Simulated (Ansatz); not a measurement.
The same path of CH9GeNOSn (14 atoms, charge 0, multiplicity 1) was run twice with different band settings. The coordinate that changes most is the dihedral H8–C1–N2–Sn3.

All numbers below come from RHF/def2-SVP (Ansatz).

Relaxed end points:

```xyz
14
Properties=species:S:1:pos:R:3
C -1.534 0.774 1.280
N -0.349 0.047 1.685
Sn 1.384 0.034 0.626
Ge 0.832 -0.964 -1.748
O -0.503 0.048 -2.351
H -1.671 0.698 0.200
H -1.511 1.843 1.529
H -2.427 0.348 1.746
H -0.242 0.014 2.681
H 2.463 -0.959 1.512
H 2.070 1.604 0.474
H 0.363 -2.428 -1.693
H 2.008 -0.881 -2.739
H -0.897 -0.207 -3.171
```

```xyz
14
Properties=species:S:1:pos:R:3
C -1.563 0.719 1.276
N -0.384 -0.019 1.678
Sn 1.371 0.014 0.656
Ge 0.874 -0.889 -1.768
O -0.467 0.126 -2.350
H -2.464 0.274 1.709
H -1.679 0.682 0.192
H -1.550 1.778 1.565
H -0.297 -0.088 2.674
H 2.434 -1.013 1.522
H 2.057 1.589 0.581
H 0.430 -2.362 -1.786
H 2.066 -0.743 -2.733
H -0.842 -0.097 -3.188
```

Common settings: movable images 5; climbing image yes; spring 5.0 eV/Å²; optimiser quadratic models (default); force threshold 0.05 eV/Å; iteration limit 60; end points relaxed.

| run | start path |
| --- | --- |
| 1 | through a guess of the saddle point |
| 2 | straight line |

**Question.** What does each run give, and how far can it be trusted?

**Answer.** Run 1: converged after 15 iterations, highest image 0.101 eV above the first end. A vibrational analysis at the climbing image gives one clearly imaginary mode, 326i cm⁻¹: a first-order saddle point.
Run 2: converged after 19 iterations, highest image 0.060 eV above the first end. Beside the main top the profile has a ripple of under 15 meV (maxima at images 3, 5), which may be a very shallow well or noise. The order of the stationary point at the top wasn't checked.
